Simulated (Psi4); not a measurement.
germanium atom (Ge), triplet; PBE0/cc-pVTZ in Psi4.

Here is a job for Psi4.
```
memory 2 GB

molecule {
0 3
  Ge    0.00000000    0.00000000    0.00000000
}

set basis cc-pvtz
set reference uks

energy('pbe0')
print_variables()
```

Output, abridged:

```
   => Loading Basis Set <=

    Name: CC-PVTZ
    Role: ORBITAL
    Keyword: BASIS

         ---------------------------------------------------------
                                   SCF
               by Justin Turney, Rob Parrish, Andy Simmonett
                          and Daniel G. A. Smith
                              UKS Reference
         ---------------------------------------------------------

  ==> Geometry <==

    Molecular point group: d2h
    Geometry (in Angstrom), charge = 0, multiplicity = 3:

       Center              X                  Y                   Z               Mass
    ------------   -----------------  -----------------  -----------------  -----------------
         GE           0.000000000000     0.000000000000     0.000000000000    73.921177761000

  Running in d2h symmetry.

  Rotational constants: A = ************  B = ************  C = ************ [cm^-1]
  Rotational constants: A = ************  B = ************  C = ************ [MHz]
  Nuclear repulsion =    0.000000000000000

  Charge       = 0
  Multiplicity = 3
  Electrons    = 32
  Nalpha       = 17
  Nbeta        = 15

  ==> Algorithm <==

  SCF Algorithm Type is DF.
  DIIS enabled.
  MOM disabled.
  Fractional occupation disabled.
  Guess Type is CORE.
  Energy threshold   = 1.00e-06
  Density threshold  = 1.00e-06
  Integral threshold = 1.00e-12

  ==> Primary Basis <==

  Basis Set: CC-PVTZ
    Blend: CC-PVTZ
    Number of shells: 15
    Number of basis functions: 43
    Number of Cartesian functions: 49
    Spherical Harmonics?: true
    Max angular momentum: 3

  ==> DFT Potential <==

   => LibXC <=

    Version 7.1.2
    S. Lehtola, C. Steigemann, M. J. T. Oliveira, and M. A. L. Marques,  SoftwareX 7, 1–5 (2018) (10.1016/j.softx.2017.11.002)

   => Composite Functional: PBE0 <=

    PBE0 Hyb-GGA Exchange-Correlation Functional

    C. Adamo and V. Barone,  J. Chem. Phys. 110, 6158 (1999) (10.1063/1.478522)
    M. Ernzerhof and G. E. Scuseria,  J. Chem. Phys. 110, 5029 (1999) (10.1063/1.478401)

    Deriv               =              1
    GGA                 =           TRUE
    Meta                =          FALSE

    Exchange Hybrid     =           TRUE
    MP2 Hybrid          =          FALSE

   => Exchange Functionals <=

    0.7500   Perdew, Burke & Ernzerhof

   => Exact (HF) Exchange <=

    0.2500               HF

   => Correlation Functionals <=

    1.0000   Perdew, Burke & Ernzerhof

   => LibXC Density Thresholds  <==

    XC_HYB_GGA_XC_PBEH:  1.00E-15

   => Molecular Quadrature <=

    Radial Scheme          =       TREUTLER
    Pruning Scheme         =           NONE
    Nuclear Scheme         =       TREUTLER

    Blocking Scheme        =         OCTREE
    BS radius alpha        =              1
    Pruning alpha          =              1
    Radial Points          =             75
    Spherical Points       =            302
    Total Points           =          20808
    Total Blocks           =            226
    Max Points             =            255
    Max Functions          =             43
    Weights Tolerance      =       1.00E-15

   => Loading Basis Set <=

    Name: (CC-PVTZ AUX)
    Role: JKFIT
    Keyword: DF_BASIS_SCF

  ==> Integral Setup <==

  SCF_SUBTYPE=INCORE selected. In-core MEM_DF algorithm will be used.
  Using in-core AOs.

  ==> MemDFJK: Density-Fitted J/K Matrices <==

    J tasked:                   Yes
    K tasked:                   Yes
    wK tasked:                   No
    Algorithm:                 Core
    Schwarz Cutoff:           1E-12
    Mask sparsity (%):       0.0000
    Fitting Condition:        1E-10

   => Auxiliary Basis Set <=

  Basis Set: (CC-PVTZ AUX)
    Blend: CC-PVTZ-JKFIT
    Number of shells: 51
    Number of basis functions: 207
    Number of Cartesian functions: 269
    Spherical Harmonics?: true
    Max angular momentum: 4

  Minimum eigenvalue in the overlap matrix is 1.4604820495E-02.
[...]
    NB   [     5,    1,    0,    0,    0,    3,    3,    3 ]

   @DF-UKS iter   1: -2066.01722663951114   -2.06602e+03   2.50912e-01 ADIIS
    Occupation by irrep:
             Ag   B1g   B2g   B3g    Au   B1u   B2u   B3u
    DOCC [     6,    1,    1,    1,    0,    2,    2,    2 ]
    SOCC [     0,    0,    0,    0,    0,    1,    1,    0 ]
    NA   [     6,    1,    1,    1,    0,    3,    3,    2 ]
    NB   [     6,    1,    1,    1,    0,    2,    2,    2 ]

   @DF-UKS iter   2: -2013.53474359035431    5.24825e+01   6.32594e-01 ADIIS
   @DF-UKS iter   3: -2076.29681882835257   -6.27621e+01   8.63205e-02 ADIIS/DIIS
   @DF-UKS iter   4: -2076.52844909973419   -2.31630e-01   4.99594e-02 ADIIS/DIIS
   @DF-UKS iter   5: -2076.69227180182361   -1.63823e-01   6.07198e-03 ADIIS/DIIS
   @DF-UKS iter   6: -2076.69474009802934   -2.46830e-03   8.49049e-04 ADIIS/DIIS
   @DF-UKS iter   7: -2076.69479787535874   -5.77773e-05   2.64096e-05 DIIS
   @DF-UKS iter   8: -2076.69479802044043   -1.45082e-07   1.06801e-06 DIIS
   @DF-UKS iter   9: -2076.69479802074966   -3.09228e-10   1.86935e-07 DIIS
  Energy and wave function converged.

  ==> Post-Iterations <==

   Electrons on quadrature grid:
      Nalpha   =   16.9999999432 ; deviation = -5.680e-08
      Nbeta    =   14.9999999432 ; deviation = -5.681e-08
      Ntotal   =   31.9999998864 ; deviation = -1.136e-07

   @Spin Contamination Metric:   3.354569601E-03
   @S^2 Expected:                2.000000000E+00
   @S^2 Observed:                2.003354570E+00
   @S   Expected:                1.000000000E+00
   @S   Observed:                1.000000000E+00

    Orbital Energies [Eh]
    ---------------------

    Alpha Occupied:

[...]
    Alpha Virtual:

[...]
    Beta Occupied:

[...]
    Beta Virtual:

[...]
      12Ag     1.504735

    Final Occupation by Irrep:
             Ag   B1g   B2g   B3g    Au   B1u   B2u   B3u
    DOCC [     6,    1,    1,    1,    0,    2,    2,    2 ]
    SOCC [     0,    0,    0,    0,    0,    1,    1,    0 ]
    NA   [     6,    1,    1,    1,    0,    3,    3,    2 ]
    NB   [     6,    1,    1,    1,    0,    2,    2,    2 ]

  @DF-UKS Final Energy: -2076.69479802074966

   => Energetics <=

    Nuclear Repulsion Energy =              0.0000000000000000
    One-Electron Energy =               -2894.0825985367191606
    Two-Electron Energy =                 876.7658722901985584
    DFT Exchange-Correlation Energy =     -59.3780717742291841
    Empirical Dispersion Energy =           0.0000000000000000
    VV10 Nonlocal Energy =                  0.0000000000000000
    Total Energy =                      -2076.6947980207496585

  UHF NO Occupations:
  HONO-2 :    6 Ag 1.9984504
  HONO-1 :    3B2u 1.0000000
  HONO-0 :    3B1u 1.0000000
  LUNO+0 :    7 Ag 0.0015496
  LUNO+1 :    2B3g 0.0000466
  LUNO+2 :    8 Ag 0.0000466
  LUNO+3 :    2B2g 0.0000164

Computation Completed

Properties will be evaluated at   0.000000,   0.000000,   0.000000 [a0]

Properties computed using the SCF density matrix

 Multipole Moments:

 ------------------------------------------------------------------------------------
     Multipole            Electronic (a.u.)      Nuclear  (a.u.)        Total (a.u.)
 ------------------------------------------------------------------------------------

 L = 1.  Multiply by 2.5417464519 to convert [e a0] to [Debye]
 Dipole X            :          0.0000000            0.0000000            0.0000000
 Dipole Y            :          0.0000000            0.0000000            0.0000000
 Dipole Z            :          0.0000000            0.0000000            0.0000000
 Magnitude           :                                                    0.0000000

 ------------------------------------------------------------------------------------

  Variable Map:
  ----------------------------------------------------------------------------
[...]
  Array Variable Map:
  ----------------------------------------------------------------------------
[...]
[...]
```
